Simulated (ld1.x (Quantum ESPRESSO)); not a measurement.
Cutoff test, carbon (C), PAW

carbon, PAW, made with ld1.x (Quantum ESPRESSO) 7.5 (LDA (PZ), scalar-relativistic). Core [He], reference 2s2 2p1 (charge +1). Waves: 2s (bound): rcut 0.95, rcutus 1.30 bohr; 2s channel at -1.15 Ry: rcut 0.95, rcutus 1.30 bohr; 2p (bound): rcut 2.55, rcutus 3.40 bohr; 2p channel at -0.85 Ry: rcut 2.55, rcutus 3.40 bohr. Local part: all-electron potential smoothed inside 2.50 bohr (lloc = -1). Core correction: Bessel-smoothed model core, default radius (core density twice the valence density). Augmentation charge: BESSEL, radius 0.90 bohr.

The pseudo-atom Hamiltonian at the reference potential is diagonalised in spherical Bessel functions j_l(qr) that vanish at 20 bohr, with q² up to the cutoff. All-electron valence levels (Ry): 2s -1.8821, 2p -1.2585.

Problem. How do the lowest levels (Ry) of each channel move with the cutoff, and are there ghosts?

Solution.

| cutoff (Ry) | s #1 | s #2 | p #1 | d #1 | d #2 | f #1 | f #2 | Σ f·Δε (mRy) |
| --- | --- | --- | --- | --- | --- | --- | --- | --- |
| 8 | -1.8796 | -0.3602 | -1.2584 | -0.1433 | -0.0479 | -0.0430 | 0.0654 | 5.1 |
| 10 | -1.8816 | -0.3605 | -1.2584 | -0.1433 | -0.0479 | -0.0430 | 0.0654 | 1.2 |
| 12 | -1.8819 | -0.3606 | -1.2584 | -0.1433 | -0.0479 | -0.0430 | 0.0654 | 0.4 |
| 15 | -1.8819 | -0.3606 | -1.2585 | -0.1434 | -0.0479 | -0.0430 | 0.0654 | 0.4 |
| 18 | -1.8819 | -0.3606 | -1.2585 | -0.1434 | -0.0479 | -0.0430 | 0.0654 | 0.4 |
| 400 | -1.8821 | -0.3607 | -1.2585 | -0.1434 | -0.0479 | -0.0430 | 0.0654 | 0.0 |

Result: no extra level below or beside the all-electron valence levels (s, p, d, f tested); 10 mRy is reached at 8 Ry and 1 mRy at 12 Ry.

Test run stopped at test 1 of 9 (negative rho).
